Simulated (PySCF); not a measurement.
# Sc²⁺ (scandium, charge +2): UHF calculation

Configuration: [Ar] 4s1, 2S determinant (an excited configuration). Computed with PySCF 2.14 in x2c-TZVPPall (6s5p4d2f1g, 64 functions), with the spin-free X2C one-electron Hamiltonian (Gaussian nucleus).

```json
{
  "Total energy": "-762.519033 hartree",
  "One-electron energy": "-1028.6188 hartree",
  "Hartree (Coulomb) energy": "303.8951 hartree",
  "Exchange energy": "-37.7953 hartree",
  "⟨S²⟩": "0.7501",
  "⟨L²⟩": "0.000",
  "Sum of ⟨r⟩": "14.75 bohr",
  "Sum of ⟨r²⟩": "23.61 bohr²",
  "Langevin diamagnetic susceptibility": "-18.7 ×10⁻⁶ cm³/mol"
}
```

| shell | electrons | mean orbital energy (hartree) | rms radius, mean of both spins (bohr) |
| --- | --- | --- | --- |
| 1s α | 1 | -167.64674 | 0.0844 |
| 1s β | 1 | -167.64254 | 0.0844 |
| 2s α | 1 | -20.11820 | 0.370 |
| 2s β | 1 | -20.11136 | 0.370 |
| 2p α | 3 | -16.53587 | 0.340 |
| 2p β | 3 | -16.53344 | 0.340 |
| 3s α | 1 | -3.40152 | 1.13 |
| 3s β | 1 | -3.38501 | 1.13 |
| 3p α | 3 | -2.36008 | 1.23 |
| 3p β | 3 | -2.35342 | 1.23 |
| 4s α | 1 | -0.76550 | 3.31 |

Densities and radii are taken from the X2C orbitals without a picture-change correction, which distorts them close to the nucleus.
